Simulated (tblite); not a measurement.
Compound: CH₁₂O₂Si₅.
SMILES with atom numbers: `[CH3:1][Si@:2]1([O:3][SiH3:4])[SiH2:5][O:6][SiH2:7][SiH2:8]1` (hydrogens: H9, H10, H11 on C1; H12, H13, H14 on Si4; H15, H16 on Si5; H17, H18 on Si7; H19, H20 on Si8)

Structure optimised with GFN2-xTB, isolated species.

(1) What internal coordinates does the optimisation give?

## Answers

(1) 
```
                     bond  length (bohr)
                   C1–Si2          3.612
                   Si2–O3          3.106
                   O3–Si4          3.050
                  Si2–Si5          4.392
                   Si5–O6          3.093
                   O6–Si7          3.105
                  Si7–Si8          4.397
                  Si2–Si8          4.464
    C1–H9, C1–H10, C1–H11          2.053
Si4–H12, Si4–H13, Si4–H14          2.763
                  Si5–H15          2.774
                  Si5–H16          2.772
                  Si7–H17          2.772
                  Si7–H18          2.769
                  Si8–H19          2.790
                  Si8–H20          2.788
```

Bonds in one row agree within 0.02 bohr and their mean is given. A selection of angles:
```
      angle  degrees
  Si2–C1–H9    111.3
  H9–C1–H10    107.9
  C1–Si2–O3    103.7
 C1–Si2–Si5    116.1
 C1–Si2–Si8    117.6
 O3–Si2–Si5    109.8
 O3–Si2–Si8    109.5
Si5–Si2–Si8    100.2
 Si2–O3–Si4    159.5
 O3–Si4–H12    108.4
 O3–Si4–H13    106.4
H12–Si4–H13    111.7
H13–Si4–H14    112.6
 Si2–Si5–O6     99.9
Si2–Si5–H15    117.4
Si2–Si5–H16    120.4
 O6–Si5–H15    104.0
 O6–Si5–H16    103.8
H15–Si5–H16    108.5
 Si5–O6–Si7    140.5
 O6–Si7–Si8    101.6
 O6–Si7–H17    103.6
 O6–Si7–H18    103.3
Si8–Si7–H17    118.7
Si8–Si7–H18    118.8
H17–Si7–H18    108.2
Si7–Si8–H19    112.0
Si7–Si8–H20    112.1
Si2–Si8–Si7     97.7
Si2–Si8–H19    114.9
Si2–Si8–H20    117.8
H19–Si8–H20    102.7
```

Dihedral angles: C1–Si2–O3–Si4 -172° (antiperiplanar); C1–Si2–Si5–O6 -129° (anticlinal); Si2–Si5–O6–Si7 0° (synperiplanar); Si5–O6–Si7–Si8 2° (synperiplanar); O6–Si7–Si8–Si2 -2° (synperiplanar); C1–Si2–Si8–Si7 129° (anticlinal).

Si7 (oxygen-bound silicon) is distorted tetrahedral (angles from 101.6° to 118.8°). The 5-membered ring Si2–Si5–O6–Si7–Si8 has internal angles of 97.7° to 140.5° (sum 540°, against 540° for a flat polygon); it is almost planar, 0.02 Å rms from its mean plane, widest ring torsion 2°. O6 (siloxane oxygen) is bent (angle 140.5°). The 4 O–Si bonds span 1.614 Å (O3–Si4, drawn single) to 1.644 Å (Si2–O3, drawn single), a spread of 0.030 Å. Si4 (oxygen-bound silicon) is distorted tetrahedral (angles from 105.5° to 112.6°). Si2 (oxygen-bound silicon) is distorted tetrahedral (angles from 100.2° to 117.6°). The Si–Si distances run from 2.324 Å (Si2–Si5, drawn single) to 2.362 Å (Si2–Si8, drawn single), a spread of 0.038 Å.

Point group: C1 (no symmetry element, even within 0.4 Å). Its lowest GFN2-xTB frequency is 12 cm⁻¹, too small to tell a flat minimum from a shallow saddle. The numbers are those of one conformer. 3 starts were optimised and ended at 0.00, 0.10 and 0.13 kcal/mol (GFN2-xTB); the lowest of these is shown.

On one thread of an AMD EPYC, no GPU, shared host with 64 logical CPUs at a one-minute load of 61, this took 6.5 s wall. That covers the optimisation of the geometry.

All values are computed, not measured.
